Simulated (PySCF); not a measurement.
**Radial density of Zn⁺ (zinc, charge +1)**

UHF, [Ar] 3d9 4s1 4p1, one real determinant (an excited configuration). All numbers are calculated (PySCF 2.14, a scalar-relativistic core potential, in aug-cc-pwCVTZ-PP with ECP10MDF (8s8p7d4f3g, 122 functions)). This is the valence pseudo-density: the core potential removes the inner electrons and smooths the orbitals near the nucleus.

| r (bohr) | 4πr²ρ (e/bohr) | 4πr²(ρα − ρβ) |
| --- | --- | --- |
| 0.00574 | 1.328e-05 | 0.0000 |
| 0.00965 | 3.591e-05 | 0.0000 |
| 0.0162 | 9.688e-05 | 0.0000 |
| 0.0273 | 0.0003697 | 0.0000 |
| 0.0459 | 0.003420 | 0.0003 |
| 0.0772 | 0.04415 | 0.0045 |
| 0.130 | 0.4509 | 0.0465 |
| 0.219 | 3.156 | 0.2950 |
| 0.368 | 14.33 | 1.0051 |
| 0.618 | 24.26 | 1.3049 |
| 1.04 | 9.522 | 0.6411 |
| 1.75 | 1.896 | 0.9343 |
| 2.94 | 0.6678 | 0.6404 |
| 4.95 | 0.06676 | 0.0667 |
| 8.32 | 0.0004575 | 0.0005 |

⟨L²⟩ = 8.05 against 12 for a pure F term, so this real determinant mixes terms. Energies and moments cover only the electrons outside the core potential.
